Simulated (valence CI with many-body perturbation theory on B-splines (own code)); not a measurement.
# Forbidden lines of Ge8+

Computed by configuration interaction combined with many-body perturbation theory (CI+MBPT): six valence electrons over a frozen Dirac-Fock core [Ar], a basis of 7 s, 7 p, 8 d, 6 f, 4 g, 1 h functions for each j, with the one-electron correlation potential Σ1 (screened to all orders), the two-electron term Σ2, the three-electron term Σ3, Breit, model QED; selected single and double excitations, second order for the rest, scaled by the run's own slope (own B-spline code, finite nucleus).

No measured levels were compared; by estimate terms of the open shell hold to 2 to 4 % of their energy, and close levels can change places; different configurations can be misplaced against each other by 1,000 to 8,000 cm⁻¹. Among the levels kept, up to 370 cm⁻¹ of a level comes from second order outside the variational space, and about a tenth of that is noise between levels of different J, which matters for small intervals. Only levels of the ground parity were solved; by the run's estimate the other parity begins above the list, which can be wrong where configurations are misplaced.

Lines 1 to 50 of 120 in falling wavelength, among levels below 12.718 eV, chosen from the decays that carry over 1 % of a level's rate. Wavelengths and rates use the calculated energies, so an error of 2000 cm⁻¹ moves a line at 3054 nm by 61 % and its rate by three times that or more. S is in atomic units (e²a₀⁴ for E2 and M2, e²a₀⁶ for E3), for M1 in squared Bohr magnetons. Weak lines are less certain than strong ones. Lines between different terms over intervals too small for the method are left out, as are lines whose strength nearly cancels. Intervals below about 2000 cm⁻¹, as at the head of this list, are uncertain by tens of per cent. The highest levels of a list are the least certain.

Names give the largest LS component (configuration and term), which can be under half, so a name can repeat, a term be missing and a line seem to break the LS rules; names also repeat where a configuration has a term twice. Letters in brackets count levels of one name in rising energy.

```
λ vac (nm)         Upper         Lower  Type   A (s⁻¹)  S (a.u.)
     20560      3d6 5D_0      3d6 5D_1    M1  1.85e-02  5.95e+00
     10170      3d6 5D_1      3d6 5D_2    M1  8.89e-02  1.04e+01
      9793      3d6 3H_5      3d6 3H_6    M1  2.53e-02  9.70e+00
      6452      3d6 5D_2      3d6 5D_3    M1  2.39e-01  1.19e+01
      4435      3d6 3G_4      3d6 3G_5    M1  2.71e-01  7.88e+00
      3997      3d6 5D_3      3d6 5D_4    M1  5.43e-01  9.00e+00
      3054  3d6 3F_4 [a]      3d6 3H_5    M1  2.63e-01  2.50e+00
      3048  3d6 3F_4 [a]      3d6 3H_4    M1  6.43e-01  6.08e+00
      2484  3d6 3F_3 [a]      3d6 3H_4    M1  5.18e-01  2.06e+00
      1735      3d6 3G_5  3d6 3F_4 [a]    M1  4.98e-01  1.06e+00
      1428  3d6 3P_1 [a]      3d6 3P_2    M1  7.94e+00  2.57e+00
      1420      3d6 3G_3  3d6 3F_2 [a]    M1  9.54e-01  7.09e-01
      1247      3d6 3G_4  3d6 3F_4 [a]    M1  1.66e+00  1.07e+00
      1246      3d6 3G_3  3d6 3F_3 [a]    M1  1.79e+00  8.96e-01
      1140      3d6 3G_3  3d6 3F_4 [a]    M1  1.29e-01  4.96e-02
      1107      3d6 3G_5      3d6 3H_5    M1  1.41e+00  7.80e-01
      1106      3d6 3G_5      3d6 3H_4    M1  4.58e-02  2.52e-02
     994.2      3d6 3G_5      3d6 3H_6    M1  2.50e+00  1.00e+00
     941.9      3d6 1D_2      3d6 3D_3    M1  1.76e+00  2.73e-01
     908.2      3d6 1D_2      3d6 3D_1    M1  1.79e+00  2.49e-01
     885.6      3d6 3G_4      3d6 3H_5    M1  2.58e-01  5.97e-02
     885.1      3d6 3G_4      3d6 3H_4    M1  8.66e-02  2.00e-02
     869.0      3d6 1D_2      3d6 3D_2    M1  3.63e-01  4.42e-02
     829.6      3d6 3G_3      3d6 3H_4    M1  2.15e+00  3.19e-01
     694.1      3d6 3D_1  3d6 3P_0 [a]    M1  5.39e-01  2.00e-02
     613.1      3d6 3D_1  3d6 3P_1 [a]    M1  2.55e+00  6.53e-02
     605.1  3d6 3F_4 [b]      3d6 1F_3    M1  3.69e+00  2.73e-01
     604.1  3d6 3F_2 [b]      3d6 1F_3    M1  6.64e+00  2.71e-01
     575.4      3d6 3D_2  3d6 3F_3 [a]    M1  5.78e-01  2.04e-02
     547.4      3d6 3D_3  3d6 3F_3 [a]    M1  3.90e-01  1.66e-02
     525.9      3d6 3D_3  3d6 3F_4 [a]    M1  3.64e-01  1.37e-02
     518.6      3d6 1G_4  3d6 3F_3 [a]    M1  4.85e+00  2.26e-01
     502.2      3d6 1I_6      3d6 3H_5    M1  2.66e+00  1.62e-01
     499.3      3d6 1G_4  3d6 3F_4 [a]    M1  1.44e+01  5.99e-01
     479.4      3d6 1D_2      3d6 3G_3    M1  5.63e-01  1.15e-02
     477.7      3d6 1I_6      3d6 3H_6    M1  4.69e+00  2.47e-01
     448.5      3d6 3D_3      3d6 3H_4    M1  2.59e-01  6.06e-03
     445.3      3d6 1F_3      3d6 3D_3    M1  2.26e+00  5.17e-02
     438.3      3d6 3D_2      3d6 3P_2    M1  3.43e+00  5.35e-02
     429.1      3d6 1G_4      3d6 3H_5    M1  1.01e+01  2.67e-01
     428.9      3d6 3D_1      3d6 3P_2    M1  3.80e-01  3.34e-03
     428.3      3d6 1F_3      3d6 3D_2    M1  1.62e+00  3.30e-02
     421.8      3d6 3D_3      3d6 3P_2    M1  3.00e+00  5.85e-02
     379.7  3d6 3P_1 [b]      3d6 1D_2    M1  2.51e+00  1.53e-02
     373.0  3d6 3P_1 [b]      3d6 1S_0    M1  5.10e+00  2.94e-02
     372.5      3d6 1S_0  3d6 3P_1 [a]    M1  6.52e+01  1.25e-01
     366.0      3d6 1D_2  3d6 3P_1 [a]    M1  1.66e+00  1.51e-02
     358.4      3d6 1D_2  3d6 3F_2 [a]    M1  7.10e+00  6.06e-02
     346.2      3d6 1D_2  3d6 3F_3 [a]    M1  1.16e+01  8.88e-02
     305.8      3d6 1F_3      3d6 3G_3    M1  1.66e+00  1.23e-02
```
